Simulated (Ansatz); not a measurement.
Geometry optimisation, RKS B3LYP/def2-SVP in Ansatz 0.2.0.

Input file:

```yaml
crystal:
  periodic: [false, false, false]
  atoms:
    - { symbol: Al, position_ang: [0.0, 0.0, 0.0] }
    - { symbol: "N", position_ang: [0.0, 0.0, 2.27] }
    - { symbol: H, position_ang: [-0.877, -0.2713, 2.8] }
    - { symbol: H, position_ang: [0.877, 0.2713, 2.8] }
    - { symbol: F, position_ang: [1.4635, 0.0, -0.845] }
    - { symbol: F, position_ang: [-1.4635, 0.0, -0.845] }
    - { symbol: Cl, position_ang: [-0.3164, 2.38, 0.7978] }
    - { symbol: H, position_ang: [-0.1701, 1.2795, 2.0062] }
basis:
  gaussian: { orbitals: def2-SVP }
hamiltonian:
  xc: b3lyp
relax:
  f_tol: 0.15
  max_steps: 25
  restrain:
    - { distance: [0, 6], at: 2.23, k: 30.0 }
    - { distance: [7, 1], at: 1.06, k: 30.0 }
    - { distance: [0, 1], at: 3.12, k: 30.0 }
    - { distance: [7, 6], at: 2.57, k: 30.0 }
```

Launched with:

```bash
$ ansatz run input.yaml --threads 2 --pin off --max-ram 3072MiB --backend cpu --events-out ev --progress --plain --runs-dir out
```

Problem. Where does it end, and by what steps?

Solution. It converged. The restraints hold the end off the free minimum. After 7 steps the energy has fallen by 1.567 eV (the restraints' own energy left out); Al1 moved furthest, 0.74 Å.

| step | energy less start (eV) | largest force component (eV/Å) | accepted |
| --- | --- | --- | --- |
| 0 | 0.0000 | 2.904 | yes |
| 1 | -0.3666 | 4.174 | yes |
| 2 | -0.6438 | 3.827 | yes |
| 3 | -0.9554 | 3.159 | yes |
| 4 | -1.2139 | 4.559 | yes |
| 5 | -1.4171 | 1.738 | yes |
| 6 | -1.5545 | 1.292 | yes |
| 7 | -1.5674 | 1.401 | yes |

```xyz
8
Properties=species:S:1:pos:R:3
Al -0.066 0.523 -0.521
N -0.027 0.119 2.543
H -0.803 -0.292 3.060
H 0.838 -0.067 3.049
F 1.425 -0.018 -0.976
F -1.426 -0.289 -0.982
Cl -0.261 2.535 0.320
H -0.166 1.148 2.492
```

Time of the run: 11 s on 2 threads of Intel(R) Xeon(R) 6975P-C (Granite Rapids) (shared host), peak memory 0.2 GiB.
